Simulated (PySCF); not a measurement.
# Where the electron goes

Compound: WO2(SMe)2, C₂H₆O₂S₂W (singlet state).
Z-matrix (Å and degrees, PBE0-D3(BJ)/def2-SVP geometry), rows numbered from 1:
```
W 
O   1  1.7036
O   1  1.7067  2  108.53
S   1  2.3421  2  109.47  3  -118.19
C   4  1.8295  1  101.63  2    62.61
H   5  1.0982  4  110.54  1   -62.08
H   5  1.0980  4  106.44  1   179.39
H   5  1.0980  4  110.87  1    60.40
S   1  2.3189  2  109.54  3   121.06
C   9  1.8307  1  101.39  2  -154.13
H  10  1.0975  9  111.75  1   -52.33
H  10  1.0979  9  106.28  1  -171.17
H  10  1.0980  9  109.82  1    70.28
```

Computed, not measured: TDDFT CAM-B3LYP/def2-SVPD, vertical, gas phase, core orbitals frozen in the response, def2 core potentials past Kr (PySCF 2.14.0, density-fitted response routines). Spin–orbit coupling is left out.

Kohn–Sham orbitals with the atoms that hold most of them (Löwdin shares over 4%, at most four atoms; ? is withheld):

```tsv
orbital	ε (eV)	atoms
LUMO+2	-0.15	W1 50%, S9 14%, O3 13%, S4 8%
LUMO+1	-0.97	W1 50%, O2 17%, O3 14%, S9 9%
LUMO	?	?
HOMO	-8.83	S4 70%, C5 10%, O2 6%, W1 5%
HOMO-1	-9.34	?
HOMO-2	-10.03	S4 29%, S9 23%, O2 12%, W1 11%
HOMO-3	-10.55	O2 45%, O3 45%, W1 8%
```

**Question.** Give the leading atoms of the LUMO.

**Answer.** W1 (bonded to 2 O and 2 S) 51%; S9 (bonded to C and W) 17%; S4 (bonded to C and W) 10%; O2 (bonded to W) 6%. By element: tungsten 51%, sulfur 28%, oxygen 6% or more.

**Question.** Which atoms hold the HOMO-1, and with what shares?

**Answer.** S9 (bonded to C and W) 60%; S4 (bonded to C and W) 10%; C10 (bonded to S and 3 H) 10%; W1 (bonded to 2 O and 2 S) 8%. By element: sulfur 70%, carbon 10% or more, tungsten 8%.

**Question.** What is the LUMO energy, and the HOMO–LUMO gap?

**Answer.** ε(LUMO) = -1.98 eV; the gap is 6.84 eV (0.2514 hartree).

**Question.** How does S1 compare with the orbital gap of 6.84 eV?

**Answer.** S1 is at 3.33 eV (f = 0.0007), 3.51 eV below the gap, made of HOMO→LUMO (99%). Without the coupling terms of the response equations the lowest excitation would equal the gap.

For S1 the Löwdin share of tungsten is 5% in HOMO and 51% in LUMO (ligand-to-metal charge transfer by this measure).

Next come S2 at 4.27 eV (f 0.060), HOMO-1→LUMO (59%), HOMO-2→LUMO (34%); S3 at 4.49 eV (f 0.033), HOMO-2→LUMO (47%), HOMO-1→LUMO (25%), HOMO→LUMO+1 (22%); S4 at 4.68 eV (f 0.054), HOMO→LUMO+1 (57%), HOMO-2→LUMO (12%), HOMO-3→LUMO (12%); S5 at 4.69 eV (f 0.0064), HOMO-3→LUMO (59%), HOMO-1→LUMO+1 (27%).

Löwdin shares depend on the basis, the more so with diffuse functions.
